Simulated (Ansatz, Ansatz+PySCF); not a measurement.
A single F atom.

UHF on doublet F was run in several spherical basis sets with Ansatz (development build ahead of 0.2.0).

(1) Rank the basis sets by the total energy that they give, lowest first, with the distance from the lowest.
A. 6-31G(d)
B. def2-TZVP
C. cc-pVDZ
D. def2-SVP
E. cc-pVTZ

Answers

(1) B (0.00 eV), E (0.17 eV), C (0.99 eV), A (1.32 eV), D (3.48 eV).

Totals follow the description of the cores as much as that of the bonds, so this order isn't one of quality for chemistry.
